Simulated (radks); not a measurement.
The numbers below are computed, except where a source is named.
Task: The mean radii <r> (bohr) of the occupied orbitals of an atom or ion are listed with their occupations. Level of theory: scalar-relativistic Kohn-Sham, PBE, spin-polarised, spherical densities, finite nucleus; Fermi nuclear charge, rms radius of each element as measured or else 0.836 A^(1/3) + 0.57 fm (a radial shooting solver on a logarithmic mesh with Libxc functionals).

orbital  occ.      <r>
1s up       1  0.02722
1s down     1  0.02722
2s up       1   0.1170
2s down     1   0.1170
2p up       3   0.1023
2p down     3   0.1023
3s up       1   0.3103
3s down     1   0.3102
3p up       3   0.3072
3p down     3   0.3071
3d up       5   0.2818
3d down     5   0.2816
4s up       1   0.6551
4s down     1   0.6551
4p up       1   0.6739

Name the element and its charge. Open shells, if any, are filled with parallel spins first.

Result: Z = 53, iodine, charge +22: I22+ in [Ar] 3d10 4s2 4p1. The 1s radius gives Z: for a bare nucleus <r> = (2 gamma + 1)/(2Z) with gamma = sqrt(1 - (Z/c)^2), 0.02683 bohr for Z = 53, and screening makes it slightly larger (0.02722 here). The occupations add up to 31, and the charge is Z minus that.
